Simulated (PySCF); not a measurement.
Sn(H)2(F)(NH2) (FH₄NSn), SMILES [NH2][SnH2][F].

Geometry: PBE0-D3(BJ)/def2-SVP. The def2 effective core potentials stand for the cores of Sn; spin–orbit coupling is left out. One conformer was computed; it need not be the lowest.

Computed with ωB97X/def2-TZVPD in PySCF.

Isolated molecule, no solvent.

```
Item                                                                                                           Result
---------------------------------------------------------------------------------------------  ----------------------
total energy                                                                                       -371.40721 hartree
point group                                                                                                        Cs
highest occupied level                                                                                      -10.39 eV
lowest empty level                                                                                            1.32 eV
orbital gap                                                                                                  11.71 eV
dipole moment                                                                                                  1.95 D
quadrupole, principal values (traceless, Buckingham form, about the centre of nuclear charge)  -11.78, 4.50, 7.28 D·Å
mean static polarisability                                                                       48.5 bohr³ (7.19 Å³)
polarisability, principal values                                                               45.2, 47.7, 52.7 bohr³
```
